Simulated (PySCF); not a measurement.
# Computed vibrations of [Tm(H2O)4]3+

[Tm(H2O)4]3+ (singlet in the valence; each metal's 4f electrons, 12 of them, lie in its core potential, out of spins and levels). PySCF 2.14.0, RKS PBE0, Tm lcecp-1-SVP with ECP58, O def2-SVP, H def2-SVP; non-relativistic Hamiltonian with scalar-relativistic core potentials where named; density fitting; no spin-orbit coupling. Central differences of gradients.

```xyz
13

Tm    0.0000    0.0000    0.0000
O     1.2817    1.2967    1.2967
H     1.6508    1.0959    2.1873
H     1.6508    2.1873    1.0959
O    -1.2817   -1.2967    1.2967
H    -1.6508   -1.0959    2.1873
H    -1.6508   -2.1873    1.0959
O     1.2817   -1.2967   -1.2967
H     1.6508   -2.1873   -1.0959
H     1.6508   -1.0959   -2.1873
O    -1.2817    1.2967   -1.2967
H    -1.6508    2.1873   -1.0959
H    -1.6508    1.0959   -2.1873
```

Run from Python with OMP_NUM_THREADS=2. Where DIIS fails, smearing, a level shift and second-order steps follow.
It took 70 s on 2 threads of Arm Neoverse V2 (shared host).

What are the harmonic wavenumbers and infrared intensities?

Modes are labelled in D2d; negative numbers are unstable modes, those under 60 cm⁻¹ near the noise; a finer grid moves soft modes by up to 10 cm⁻¹.
```tsv
cm⁻¹	km/mol	symmetry
-147	–	a2
-42	–	e
-42	–	e
-8	–	b1
54	8.9	b2
62	0.0	a1
77	0.0	b1
91	6.9	e
91	6.9	e
399	0.0	a1
400	9.6	e
400	9.6	e
404	7.1	b2
598	0.0	a2
617	2.3	e
617	2.3	e
635	0.0	b1
652	437.6	e
652	437.6	e
654	0.0	a1
664	921.5	b2
1674	214.5	b2
1674	187.3	e
1674	187.3	e
1681	0.0	a1
3613	601.8	e
3613	601.8	e
3613	690.1	b2
3634	0.0	a1
3649	0.0	a2
3653	0.0	b1
3654	842.9	e
3654	842.9	e
```

Is this a minimum?

No: 3 unstable (and 1 more above −25 cm⁻¹, within the noise); the lowest moves the atoms so:
```
Tm   0.00  0.00  0.00
O    0.00  0.01 -0.01
H    0.29 -0.13 -0.16
H   -0.29  0.16  0.13
O    0.00  0.01  0.01
H    0.29 -0.13  0.16
H   -0.29  0.16 -0.13
O    0.00 -0.01  0.01
H   -0.29 -0.16 -0.13
H    0.29  0.13  0.16
O    0.00 -0.01 -0.01
H   -0.29 -0.16  0.13
H    0.29  0.13 -0.16
```

An lcecp potential fixes the number of 4f electrons, so in runs with it no electron can move into or out of that shell.
